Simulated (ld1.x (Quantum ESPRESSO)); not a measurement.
An all-electron radial function and its pseudo partner (boron)

Columns: radius, all-electron u(r) and pseudo u(r) of the 2s shell (level -9.39 eV) of boron in the configuration [He] 2s2 2p1; LDA (PZ), scalar-relativistic, TM scheme, ld1.x (Quantum ESPRESSO) 7.5.

| r (bohr) | all-electron | pseudo |
| --- | --- | --- |
| 0.182 | 0.3079 | -0.0889 |
| 0.365 | 0.1400 | -0.1767 |
| 0.548 | -0.1203 | -0.2692 |
| 0.730 | -0.3520 | -0.3854 |
| 0.912 | -0.5256 | -0.5266 |
| 1.095 | -0.6408 | -0.6408 |
| 1.277 | -0.7049 | -0.7049 |
| 1.460 | -0.7298 | -0.7298 |
| 1.642 | -0.7257 | -0.7257 |
| 1.825 | -0.7016 | -0.7016 |
| 2.007 | -0.6646 | -0.6646 |
| 2.190 | -0.6197 | -0.6197 |
| 2.372 | -0.5711 | -0.5711 |
| 2.555 | -0.5211 | -0.5211 |
| 2.738 | -0.4718 | -0.4718 |
| 2.920 | -0.4247 | -0.4247 |
| 3.102 | -0.3803 | -0.3803 |
| 3.285 | -0.3387 | -0.3387 |
| 3.468 | -0.3006 | -0.3006 |
| 3.650 | -0.2661 | -0.2661 |
| 3.832 | -0.2348 | -0.2348 |
| 4.015 | -0.2066 | -0.2066 |
| 4.198 | -0.1814 | -0.1814 |
| 4.380 | -0.1590 | -0.1590 |
| 4.562 | -0.1391 | -0.1391 |
| 4.745 | -0.1215 | -0.1215 |

Task: How many radial nodes do the two functions have?

Result: The all-electron 2s function has n − l − 1 = 1; the pseudo-wave has 0, since the states of the same l below it are removed with the core.

Task: At about which radius was the pseudo-wave matched?

Result: 1.05 bohr, where the columns begin to agree (steps of 0.18 bohr).

Task: Where does each function peak?

Result: Outermost all-electron maximum near 1.46 bohr, pseudo maximum near 1.46 bohr (to the table’s step).

Task: Is the pseudo-wave norm-conserving?

Result: Yes: the TM scheme keeps the norm inside the radius equal to the all-electron one, which fixes the energy derivative of the logarithmic derivative at the level.
